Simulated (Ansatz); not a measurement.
## Redistribution: SiH2(SiH3)Br + SiH2(CH3)(OH) → SiH2(OH)(SiH3) + SiH2(CH3)Br

Species: SiH2(SiH3)Br, singlet; SiH2(CH3)(OH), singlet; SiH2(OH)(SiH3), singlet; SiH2(CH3)Br, singlet. The partners trade Br for OH; both sit on Si, so the bond types are kept.

Shapes, held fixed at every level: PBE0-D4/def2-TZVP. Flexible molecules stand in one conformer, not always the lowest. Programs: Ansatz 0.2.0. The zero-point and thermal change to 298 K, harmonic and unscaled (PBE0-D4/def2-TZVP), is +0.1 kJ/mol.

```csv
level,kind,ΔH(298 K) (kJ/mol),less CCSD(T)/def2-TZVPP,CPU time (sum over the molecules)
SPW92/def2-TZVPP,LDA,+4.8,-1.6,10 s
PBE-D4/def2-TZVPP,GGA,+4.8,-1.6,20 s
r2SCAN-D4/def2-TZVPP,meta-GGA,+5.4,-1.0,34 s
PBE0-D4/def2-TZVPP,global hybrid,+5.6,-0.8,19 s
B2PLYP/def2-TZVPP,double hybrid,+5.9,-0.5,35 s
CCSD(T)/def2-SVP,coupled cluster or CI,+7.1,+0.7,25 s
CCSD/def2-SVP,coupled cluster or CI,+7.2,+0.8,–
CCSD(T)/def2-TZVPP,coupled cluster or CI,+6.4,0.0,6.6 min
```

The highest level, CCSD(T)/def2-TZVPP, gives ΔH(298 K) = +6.4 kJ/mol; the levels span +4.8 to +7.2. The column of differences is taken from that level and isn't an error. No measured value is set beside it here. Relativity is left out for Br. Outer-core shells of Br are correlated, in sets that cover them unevenly. Times are processor times on shared x86 and Arm servers, and rough.
